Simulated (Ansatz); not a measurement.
`c1c[se]c(-c2ccc(-c3ccc(-c4ccc[se]4)[se]3)[se]2)c1`, relaxed as a singlet with RKS PBE-D4/def2-SVP in Ansatz, starting from the GFN2-xTB geometry. Force threshold 0.03 eV/Å.

Single mean-field runs in def2-SVP are fitted with def2-universal-jkfit.

Start:

Cartesian coordinates in Å:
```
C -6.322 2.576 -0.139
C -7.101 1.484 0.079
Se -6.107 -0.067 0.291
C -4.579 1.010 0.043
C -3.259 0.475 0.074
C -2.894 -0.833 0.277
C -1.518 -1.091 0.254
C -0.708 -0.003 0.034
C 0.710 0.011 -0.033
C 1.523 1.098 -0.252
C 2.897 0.837 -0.272
C 3.260 -0.473 -0.071
C 4.578 -1.010 -0.045
C 4.934 -2.320 0.156
C 6.318 -2.581 0.136
C 7.100 -1.492 -0.081
Se 6.110 0.061 -0.297
Se 1.737 -1.557 0.183
Se -1.739 1.563 -0.180
C -4.938 2.318 -0.161
H -6.728 3.563 -0.282
H -8.174 1.458 0.133
H -3.632 -1.604 0.445
H -1.103 -2.079 0.398
H 1.110 2.087 -0.397
H 3.638 1.606 -0.435
H 4.188 -3.086 0.318
H 6.720 -3.570 0.283
H 8.174 -1.470 -0.133
H -4.197 3.087 -0.326
```

Estimate the energy that the relaxation releases and the steps that it takes.

6.1 kcal/mol, in 4 steps; 11 s on 2 threads of AMD EPYC 7R13 on a shared host and a share (18 GiB) of an NVIDIA H100 80GB HBM3. No frequencies were taken in this run, so the end may be a saddle point.

Does the start keep its bonding and symmetry?

By distances, no bond broke or formed. The bond that changes most is C1–H21, from 1.08 to 1.10 Å (atoms count from 1). Point group C2h at the start, C2h at the end, both within 0.05 Å.

Predict the relaxed structure.


| atom | x (Å) | y (Å) | z (Å) |
| --- | --- | --- | --- |
| C1 | -6.408 | 2.619 | -0.141 |
| C2 | -7.201 | 1.513 | 0.079 |
| Se3 | -6.179 | -0.038 | 0.291 |
| C4 | -4.631 | 1.036 | 0.042 |
| C5 | -3.312 | 0.462 | 0.077 |
| C6 | -2.934 | -0.863 | 0.282 |
| C7 | -1.543 | -1.125 | 0.262 |
| C8 | -0.715 | -0.025 | 0.039 |
| C9 | 0.717 | 0.029 | -0.037 |
| C10 | 1.545 | 1.128 | -0.259 |
| C11 | 2.936 | 0.865 | -0.280 |
| C12 | 3.313 | -0.461 | -0.076 |
| C13 | 4.631 | -1.036 | -0.042 |
| C14 | 5.004 | -2.361 | 0.161 |
| C15 | 6.405 | -2.622 | 0.139 |
| C16 | 7.201 | -1.517 | -0.081 |
| Se17 | 6.181 | 0.036 | -0.292 |
| Se18 | 1.770 | -1.537 | 0.176 |
| Se19 | -1.770 | 1.540 | -0.175 |
| C20 | -5.006 | 2.360 | -0.163 |
| H21 | -6.828 | 3.624 | -0.290 |
| H22 | -8.296 | 1.470 | 0.137 |
| H23 | -3.679 | -1.656 | 0.450 |
| H24 | -1.131 | -2.135 | 0.412 |
| H25 | 1.134 | 2.138 | -0.409 |
| H26 | 3.682 | 1.657 | -0.448 |
| H27 | 4.258 | -3.153 | 0.327 |
| H28 | 6.825 | -3.628 | 0.287 |
| H29 | 8.296 | -1.476 | -0.138 |
| H30 | -4.261 | 3.153 | -0.329 |
Bond lengths: 15 × C–C 1.38 to 1.44 Å; 8 × C–Se 1.87 to 1.90 Å; 10 × C–H 1.10 Å.
